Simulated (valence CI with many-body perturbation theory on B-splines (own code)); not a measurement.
# E1 transitions of Yb XXII

Level of theory: configuration interaction combined with many-body perturbation theory (CI+MBPT): three valence electrons over a frozen Dirac-Fock core [Kr] 4d10, a basis of 8 s, 8 p, 9 d, 9 f, 6 g, 3 h, 2 i functions for each j, with the one-electron correlation potential Σ1 (screened to all orders), the two-electron term Σ2, the three-electron term Σ3, Breit, model QED; selected single and double excitations, second order for the rest (own B-spline code, finite nucleus).

No measured levels were compared; by estimate terms of the open shell hold to a few per cent of their energy, and close levels can change places. Core correlation moves these levels by up to 44000 cm⁻¹, and in measured spectra 5 to 20 % of such shifts remained as error; rates that hang on mixing are uncertain with them.

Lines 51 to 100 of 164 in falling wavelength, among levels below 610180 cm⁻¹, chosen from the strongest by gf and those to the six lowest levels. Wavelengths and rates use the calculated energies, so an error of 2000 cm⁻¹ moves a line at 20.67 nm by 0.41 % and its rate by three times that or more. Electric multipoles are in the length gauge, E1 and E2 with the static RPA response of the core. Weak lines are less certain than strong ones. Lines between different terms over intervals too small for the method are left out, as are lines whose strength nearly cancels. Where a level lies close to another of its J and parity, the split of strength between their lines is uncertain. The highest levels of a list are the least certain.

Names give the largest LS component (configuration and term), which can be under half, so a name can repeat, a term be missing and a line seem to break the LS rules; names also repeat where a configuration has a term twice. Letters in brackets count levels of one name in rising energy.

| λ vac (nm) | Upper | Lower | A (s⁻¹) | S (a.u.) |
| --- | --- | --- | --- | --- |
| 20.67 | 4f2.5s 2I_11/2 | 4f3 2H°_11/2 [b] | 9.12e+04 | 4.77e-06 |
| 20.65 | 4f2.5s 4F_3/2 | 4f3 4G°_5/2 | 1.06e+05 | 1.84e-06 |
| 20.64 | 4f2.5s 2H_9/2 | 4f3 2H°_11/2 [a] | 4.06e+04 | 1.76e-06 |
| 20.63 | 4f2.5s 4F_9/2 | 4f3 2G°_7/2 [a] | 1.60e+04 | 6.95e-07 |
| 20.59 | 4f2.5s 4H_9/2 | 4f3 2H°_9/2 [a] | 9.38e+02 | 4.04e-08 |
| 20.55 | 4f2.5s 2H_9/2 | 4f3 4F°_9/2 | 2.61e+04 | 1.12e-06 |
| 20.53 | 4f2.5s 2P_3/2 | 4f3 2D°_5/2 [b] | 2.18e+05 | 3.71e-06 |
| 20.50 | 4f2.5s 4F_5/2 | 4f3 4G°_5/2 | 2.15e+04 | 5.49e-07 |
| 20.42 | 4f2.5s 2F_5/2 | 4f3 2G°_7/2 [a] | 6.41e+04 | 1.62e-06 |
| 20.41 | 4f2.5s 2D_3/2 | 4f3 4D°_1/2 | 4.38e+04 | 7.35e-07 |
| 20.34 | 4f2.5s 4F_7/2 | 4f3 4F°_9/2 | 1.67e+04 | 5.54e-07 |
| 20.34 | 4f2.5s 2P_1/2 | 4f3 2D°_3/2 [c] | 2.27e+05 | 1.88e-06 |
| 20.31 | 4f2.5s 4F_3/2 | 4f3 4F°_5/2 | 4.91e+04 | 8.12e-07 |
| 20.30 | 4f2.5s 4H_13/2 | 4f3 2H°_11/2 [a] | 3.78e+04 | 2.18e-06 |
| 20.30 | 4f2.5s 4P_1/2 | 4f3 4D°_1/2 | 1.43e+05 | 1.18e-06 |
| 20.29 | 4f2.5s 2G_9/2 | 4f3 4G°_11/2 | 1.93e+04 | 7.96e-07 |
| 20.25 | 4f2.5s 4F_9/2 | 4f3 4F°_9/2 | 4.87e+04 | 2.00e-06 |
| 20.22 | 4f2.5s 2I_11/2 | 4f3 2H°_9/2 [b] | 7.45e+04 | 3.64e-06 |
| 20.19 | 4f2.5s 2F_7/2 | 4f3 2G°_9/2 [a] | 1.89e+05 | 6.14e-06 |
| 20.17 | 4f2.5s 2D_5/2 | 4f3 4D°_3/2 | 4.14e+04 | 1.01e-06 |
| 20.16 | 4f2.5s 4F_5/2 | 4f3 4F°_5/2 | 1.37e+05 | 3.33e-06 |
| 20.14 | 4f2.5s 2D_5/2 | 4f3 4D°_5/2 | 1.13e+05 | 2.73e-06 |
| 20.07 | 4f2.5s 2I_13/2 | 4f3 2I°_13/2 | 4.96e+05 | 2.77e-05 |
| 20.06 | 4f2.5s 2I_11/2 | 4f3 2I°_13/2 | 1.78e+04 | 8.51e-07 |
| 20.05 | 4f2.5s 2F_5/2 | 4f3 4G°_7/2 | 1.47e+05 | 3.50e-06 |
| 20.05 | 4f2.5s 4H_11/2 | 4f3 2H°_9/2 [a] | 2.01e+04 | 9.61e-07 |
| 20.03 | 4f2.5s 4P_3/2 | 4f3 4D°_1/2 | 4.13e+04 | 6.55e-07 |
| 20.01 | 4f2.5s 2I_13/2 | 4f3 2L°_15/2 | 1.01e+04 | 5.59e-07 |
| 19.98 | 4f2.5s 4F_7/2 | 4f3 4F°_7/2 | 1.68e+05 | 5.28e-06 |
| 19.98 | 4f2.5s 4F_3/2 | 4f3 4F°_3/2 | 1.94e+05 | 3.05e-06 |
| 19.95 | 4f2.5s 2D_5/2 | 4f3 2D°_5/2 [a] | 6.10e+04 | 1.44e-06 |
| 19.91 | 4f2.5s 2P_3/2 | 4f3 2D°_3/2 [c] | 3.21e+05 | 5.00e-06 |
| 19.89 | 4f2.5s 2D_3/2 | 4f3 2D°_5/2 [a] | 3.30e+05 | 5.13e-06 |
| 19.89 | 4f2.5s 2H_11/2 | 4f3 2H°_11/2 [a] | 8.23e+04 | 3.84e-06 |
| 19.86 | 4f2.5s 2F_5/2 | 4f3 4G°_5/2 | 2.88e+04 | 6.68e-07 |
| 19.83 | 4f2.5s 4F_5/2 | 4f3 4F°_3/2 | 1.19e+05 | 2.74e-06 |
| 19.82 | 4f2.5s 4P_5/2 | 4f3 4D°_7/2 | 4.97e+04 | 1.15e-06 |
| 19.82 | 4f2.5s 4F_7/2 | 4f3 4F°_5/2 | 5.04e+04 | 1.55e-06 |
| 19.74 | 4f2.5s 4P_3/2 | 4f3 4D°_3/2 | 1.02e+05 | 1.55e-06 |
| 19.73 | 4f2.5s 2I_13/2 | 4f3 2I°_11/2 | 1.28e+05 | 6.78e-06 |
| 19.73 | 4f2.5s 2F_7/2 | 4f3 4G°_9/2 | 5.67e+04 | 1.72e-06 |
| 19.72 | 4f2.5s 2I_11/2 | 4f3 2I°_11/2 | 4.65e+05 | 2.11e-05 |
| 19.71 | 4f2.5s 4P_3/2 | 4f3 4D°_5/2 | 5.80e+04 | 8.77e-07 |
| 19.70 | 4f2.5s 4H_9/2 | 4f3 4I°_11/2 | 2.87e+04 | 1.08e-06 |
| 19.70 | 4f2.5s 2F_5/2 | 4f3 4F°_7/2 | 1.18e+05 | 2.67e-06 |
| 19.68 | 4f2.5s 4F_7/2 | 4f3 2H°_9/2 [a] | 1.29e+04 | 3.87e-07 |
| 19.68 | 4f2.5s 2D_3/2 | 4f3 2P°_1/2 | 9.77e+04 | 1.47e-06 |
| 19.64 | 4f2.5s 4P_5/2 | 4f3 2D°_3/2 [b] | 2.39e+04 | 5.36e-07 |
| 19.63 | 4f2.5s 4H_11/2 | 4f3 4I°_13/2 | 4.29e+04 | 1.92e-06 |
| 19.59 | 4f2.5s 4F_9/2 | 4f3 2H°_9/2 [a] | 1.12e+05 | 4.15e-06 |
